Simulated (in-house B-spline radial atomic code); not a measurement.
Settings and results of a run for Fe8+. Computed with a radial B-spline atomic code at the basis-set limit: Dirac-Kohn-Sham PBEsol, spherical fractional occupations, Fermi nucleus of rms radius 3.7377 fm.

Command:
```bash
python run_scf.py task.json out
```
Settings (nuclear radius in fm, mass in u):
```
Z                26
configuration    [Ne] 3s2 3p6
hamiltonian      dirac
method           pbesol
spin_polarised   False
nucleus          fermi
rms_radius       3.7377
atomic_mass      55.93494
speed_of_light   137.035999084
```

Output (hartree, bohr):
```
 radial grid: 64 intervals, B-splines of order 8, outer radius 7.931 bohr

 iter        energy (Eh)    residual
    1       -1244.218392    6.15e-01
    2       -1250.127749    2.12e-01
    3       -1250.680500    7.51e-02
    4       -1250.750487    2.66e-02
    5       -1250.759097    8.06e-03
    6       -1250.760060    2.13e-04
    7       -1250.760061    2.69e-06
    8       -1250.760061    2.06e-08

 total energy                     -1250.76006
 kinetic                            1268.7171
 electron-nucleus                  -2873.5061
 Hartree                             402.9539
 exchange-correlation                -48.9250

 first-order corrections (not in the total)
   Gaunt                             0.5147
   retardation                      -0.0454
   frequency dependence             -0.0012
   self-energy                       0.3412
   Uehling                          -0.0288
   Wichmann-Kroll                    0.0002
   recoil                            0.0096

 orbital      occ     eigenvalue          <r>       <r^2>       <1/r>       <r^4>       r_max    small
 1s1/2      2.000      -263.5105    0.0585069  0.00460395      25.956 5.45244e-05     0.03829  8.73e-03
 2s1/2      2.000       -36.8968     0.266467   0.0838327     5.58315   0.0122297      0.2226  1.61e-03
 2p1/2      2.000       -32.7563     0.233204   0.0668626     5.52615  0.00907223      0.1783  1.59e-03
 2p3/2      4.000       -32.2986     0.236207   0.0684584     5.42829  0.00946681      0.1808  1.57e-03
 3s1/2      2.000        -9.4008     0.747566    0.637797     1.91007    0.619194      0.6742  4.19e-04
 3p1/2      2.000        -8.1422      0.75525    0.660149     1.82315    0.692744      0.6699  3.91e-04
 3p3/2      4.000        -8.0691      0.76135    0.670588     1.80236    0.713944      0.6757  3.86e-04
```

Run time, properties included: 0.76 s on 1 thread of Arm Neoverse V2, with other jobs on the host.

For the Dirac Hamiltonian the kinetic term is c α·p + (β - 1)c².
